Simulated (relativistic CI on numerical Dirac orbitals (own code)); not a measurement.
What each ingredient does to the levels of In³⁰⁺

Base calculation: Dirac-Coulomb-Breit CI, orbitals from a KLI potential per configuration, QED by a radiative potential, unscaled Slater integrals.

Configuration list (outside the closed core [Ne]): 3s2 3p6 3d, 3s2 3p5 3d2, 3s 3p6 3d2, 3s2 3p6 4s, 3s2 3p6 4p, 3s2 3p6 4d, 3s2 3p5 3d 4s, 3s2 3p6 4f, 3s2 3p5 3d 4p, 3p6 3d3, 3p5 3d4, 3p5 3d3 4s. Double excitations out of closed p, d and f shells are left out; levels of such configurations are missing from the list, as are those of other unlisted configurations, and high levels can miss mixing partners. These lack a partner that the ground configuration has and come out too high: 3s2 3p5 3d 4p.

The lowest level and the first level of each name with at least 55 % of one term (blank where a level has no safe partner in the second run):

```csv
Level,Base (cm⁻¹),Shift (cm⁻¹)
3s2 3p6 3d 2D_3/2,0,0
3s2 3p6 3d 2D_5/2,83139,-244
3s2 3p5 3d2 4D°_1/2,1143839,+801
3s2 3p5 3d2 4D°_3/2,1154724,+810
3s2 3p5 3d2 4D°_7/2,1250178,+588
3s2 3p5 3d2 4G°_9/2,1252323,+615
3s2 3p5 3d2 4G°_11/2,1282186,+529
3s2 3p5 3d2 4F°_9/2,1351742,+488
3s2 3p5 3d2 2H°_11/2,1371676,+480
3s2 3p5 3d2 2P°_1/2,1424834,+376
3s2 3p5 3d2 2G°_9/2,1432159,+507
3s 3p6 3d2 4F_3/2,2530425,+7758
3s 3p6 3d2 4F_5/2,2556535,+7700
3s 3p6 3d2 4F_7/2,2604516,+7527
3s 3p6 3d2 4P_1/2,2637516,+7684
3s 3p6 3d2 4F_9/2,2648005,+7425
3s 3p6 3d2 4P_3/2,2667832,+7552
3s 3p6 3d2 2F_5/2,2715803,+7563
3s 3p6 3d2 2D_3/2,2725647,+7511
3s 3p6 3d2 2G_7/2,2739806,+7552
3s 3p6 3d2 2G_9/2,2764307,+7435
3s 3p6 3d2 2D_5/2,2778546,+7340
```

At this charge energies of transitions that change n are usually good to better than 1 %, and those within a shell (Δn = 0) to a few per cent.

Question: One thing was changed in a second run, which moved the levels as shown. Which?
A. QED terms removed
B. Breit term removed
C. configuration mixing switched off

Answer: A. QED terms removed. QED shifts follow the density of s (and p1/2) electrons at the nucleus, so configurations move by their count of such electrons; where none moves, the smaller shifts of p3/2 electrons and of j = l + 1/2 against j = l − 1/2 set the pattern.

LS names give the leading component of a level, which can be under half, so a name can repeat, a term be missing and a line seem to break the LS rules.
